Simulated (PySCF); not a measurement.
# Electronic structure of Sn (tin, neutral) at the UHF level

Configuration: [Kr] 4d10 5s2 5p2, high-spin 3P determinant. Computed with PySCF 2.14 in def2-SVP with the def2 core potential (28 electrons), with a scalar-relativistic core potential.

| Quantity | Value |
| --- | --- |
| Total energy | -213.336133 hartree |
| One-electron energy | -376.1031 hartree |
| Hartree (Coulomb) energy | 179.9001 hartree |
| Exchange energy | -17.1331 hartree |
| ⟨S²⟩ | 2.0096 |
| ⟨L²⟩ | 2.024 |
| Sum of ⟨r⟩ | 29.38 bohr |
| Sum of ⟨r²⟩ | 58.61 bohr² |
| Traceless quadrupole moment −½Σ⟨3z² − r²⟩ along its main axis | 4.73 e·bohr² |
| Time after the integrals | 0.08 s of wall time on 1 thread of Neoverse-V1 (shared host) |

| shell | electrons | mean orbital energy (eV) | spread (eV) | rms radius, mean of both spins (bohr) |
| --- | --- | --- | --- | --- |
| 4s α | 1 | -159.45 | 0 | 0.879 |
| 4s β | 1 | -159.27 | 0 | 0.879 |
| 4p α | 3 | -110.08 | 0.120 | 0.953 |
| 4p β | 3 | -109.90 | 0.432 | 0.953 |
| 4d α | 5 | -35.623 | 0.321 | 1.18 |
| 4d β | 5 | -35.443 | 0.509 | 1.18 |
| 5s α | 1 | -15.589 | 0 | 2.66 |
| 5s β | 1 | -12.003 | 0 | 2.66 |
| 5p α | 2 | -7.231 | 0 | 3.44 |

Energies and moments cover only the electrons outside the core potential.
